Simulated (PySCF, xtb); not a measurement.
C5H3F, SMILES C#CC(F)=C=C.

Harmonic wavenumbers (cm⁻¹) from GFN2-xTB run with xtb 6.7.1 at its own minimum, in rising order: 107, 191, 202, 270, 468, 472, 533, 593, 654, 678, 731, 879, 958, 1134, 1281, 1426, 2064, 2252, 3063, 3068, 3397.

Q: What does B3LYP-D3(BJ)/def2-SVP in PySCF give at its own minimum? (Estimate from the structure and the level; the computed values follow.)

A: 130, 210, 245, 324, 529, 597, 607, 625, 660, 734, 745, 918, 993, 1223, 1285, 1462, 2069, 2217, 3101, 3184, 3469. Paired by order, the mean absolute difference is 46 cm⁻¹ and the zero-point energies are 34.9 and 36.2 kcal/mol.
